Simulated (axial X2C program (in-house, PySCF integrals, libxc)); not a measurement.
# HfB⁻: from the spin-free to the two-component result

All values were computed with an in-house relativistic program for diatomic molecules. Spin-free means the one-electron spin-free X2C Hamiltonian; two-component (2c) means X2C with spin–orbit coupling and atomic mean-field two-electron Coulomb and Gaunt terms, so the difference of the two also holds small scalar two-electron terms. Basis: Hf dyall-acv3z [14s15p10d7f4g], B dyall-av3z [8s7p3d2f] (cores contracted in-house); Gaussian nuclei, density fitting, unrestricted open shells. Masses: Hf 179.947 u, B 11.009 u.

Spin-free state: M_S = 1, Λ = 1 (beyond evenly filled blocks: σα, π+α, π+β, π-α); fragments Hf + B-.

| level | Re (Å) | ωe (cm⁻¹) | De (eV) | μ (D) |
| --- | --- | --- | --- | --- |
| LDA | 2.047 | 664.7 | 4.625 | -5.17 |

Dipoles are positive if B is the positive end and refer to the centre of mass.

Two-component determinant lowest at the distance of the search:

Ω = 2 (⟨Sz⟩ = 0.99, ⟨Lz⟩ = 1.01 at LDA); fragments Hf + B-.

| level | Re (Å) | ωe (cm⁻¹) | μ (D) |
| --- | --- | --- | --- |
| LDA | 2.042 | 662.8 | -5.10 |

Question: From the two tables, how do the constants change at the LDA level (2c against spin-free)?

Answer: At the LDA level Re decreases by 0.005 Å and ωe falls by 1.9 cm⁻¹.

One determinant describes the state; a PBE0 search over occupations chose it and may have missed a lower one. Dissociation energies refer to the lowest single-determinant-based atoms at the same level and basis. De is not given where an atomic determinant may have missed its ground term or J level, or where the truncated virtual space spoils (T). Density functionals use the spin component along the axis (collinear). Other states lie close and PBE0, whose exact exchange favours high spin, may order them wrongly; the determinant shown need not be the ground state. The nearest other spin-free determinant of the search, M_S = 0, Λ = 1, lies 0.15 eV up at the distance of the search. The functionals have no current-density term, which raises determinants with orbital currents, atoms included. With several unpaired electrons one determinant need not be a pure state. Open-shell Ω = 0 determinants with evenly filled partner blocks cannot be reached by this program, so the Ω shown need not be the lowest component. At some level and bond length an empty orbital lies below a filled one. The highest occupied level of some functionals is positive through self-interaction error; at Hartree–Fock it is bound.
